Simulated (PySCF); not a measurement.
An excited-state job on `Brc1cccc(c1)F`.

Method: TDDFT PBE0/def2-SVPD, vertical, gas phase, core orbitals frozen in the response (PySCF 2.14.0, density-fitted response routines). Geometry: GFN2-xTB. A driver script takes a list of jobs; this job's settings line and coordinates (Å) are shown.

Input:
```
{"job": {"kind": "uv", "xc": "PBE0", "basis": "def2-SVPD", "nstates": 8, "ntriplets": 3}, "charge": 0, "multiplicity": 1}
F     -2.104830    -1.722666     0.076982
C     -1.045003    -0.895813     0.037965
C      0.230281    -1.432876     0.015361
C      1.311985    -0.569918    -0.025418
C      1.121967     0.801270    -0.043238
C     -0.168319     1.304802    -0.019595
Br    -0.437095     3.186994    -0.044247
C     -1.270735     0.469073     0.022572
H      0.360936    -2.502837     0.028930
H      2.314424    -0.968116    -0.042973
H      1.964736     1.473685    -0.075200
H     -2.277148     0.855717     0.042833
```

Output:
```
coarse grid: 53600 points
cycle   1  E = -2903.7957816482  dE =  3.110e-01  |g| = 4.681e-01  |ddm| = 1.136e+01
cycle   2  E = -2903.7679376788  dE =  2.784e-02  |g| = 6.057e-01  |ddm| = 2.335e+00
cycle   3  E = -2903.8387776782  dE = -7.084e-02  |g| = 8.628e-02  |ddm| = 1.108e+00
cycle   4  E = -2903.8402871784  dE = -1.510e-03  |g| = 4.094e-02  |ddm| = 3.903e-01
cycle   5  E = -2903.8407347553  dE = -4.476e-04  |g| = 9.610e-03  |ddm| = 1.439e-01
cycle   6  E = -2903.8407539898  dE = -1.923e-05  |g| = 4.040e-03  |ddm| = 3.711e-02
cycle   7  E = -2903.8407579575  dE = -3.968e-06  |g| = 9.528e-04  |ddm| = 1.269e-02
final grid: 113416 points
cycle   8  E = -2903.8408078292  dE =  3.995e-07  |g| = 1.599e-03  |ddm| = 2.594e-02
cycle   9  E = -2903.8408061086  dE =  1.721e-06  |g| = 2.939e-03  |ddm| = 1.373e-02
cycle  10  E = -2903.8408085233  dE = -2.415e-06  |g| = 2.114e-04  |ddm| = 8.875e-03
cycle  11  E = -2903.8408085326  dE = -9.290e-09  |g| = 3.470e-05  |ddm| = 5.347e-04
cycle  12  E = -2903.8408085329  dE = -3.065e-10  |g| = 7.323e-06  |ddm| = 1.294e-04
converged SCF energy = -2903.8408085329

Static polarisability (au): isotropic 89.610, principal 55.123 91.571 122.134

Singlet excitations
state   eV       nm        f      main configurations
  1   5.2726    235.1   0.01917   H->L 0.46, H->L+1 0.23, H-1->L 0.15
  2   5.5858    222.0   0.00026   H->L+2 0.96
  3   5.8198    213.0   0.12318   H->L 0.38, H->L+1 0.35, H-1->L 0.23
  4   6.2113    199.6   0.00020   H-1->L+2 0.97
  5   6.3779    194.4   0.00015   H-2->L 0.96
  6   6.4856    191.2   0.15923   H-1->L 0.41, H->L+1 0.33, H-2->L+2 0.12
  7   6.6104    187.6   0.02833   H-2->L+2 0.86
  8   6.7263    184.3   0.40099   H-1->L+1 0.70, H-3->L 0.11, H->L 0.09

Triplet excitations (Tamm-Dancoff, eV): 4.0278 4.5517 4.6789
```

The SCF starts on a coarse grid where the log names one; the energy can jump when the final grid takes over, and dE then counts from the start density on the new grid. H and L stand for HOMO and LUMO; the number after each pair is its weight.

Question: Give S1 in cm⁻¹ and kJ/mol.

Answer: 5.2726 eV × 8065.54 = 42526 cm⁻¹; × 96.485 = 508.7 kJ/mol.

Question: How does the lowest singlet excitation compare with the HOMO–LUMO gap?

Answer: HOMO -7.36 eV and LUMO -0.95 eV give a gap of 6.41 eV; S1 at 5.27 eV lies 1.14 eV below it.

In short: HOMO -7.36 eV, LUMO -0.95 eV; lowest singlet 5.27 eV; lowest triplet 4.03 eV (Tamm–Dancoff); mean polarisability 89.6 au.

 Relativistic effects, spin–orbit coupling among them, are left out although an element past zinc is present.

Question: How long does this job take on Arm Neoverse V1, one thread (shared host)?

Answer: About 45 s.
Labels such as C1 count atoms from 1, the log's own numbers from 0.
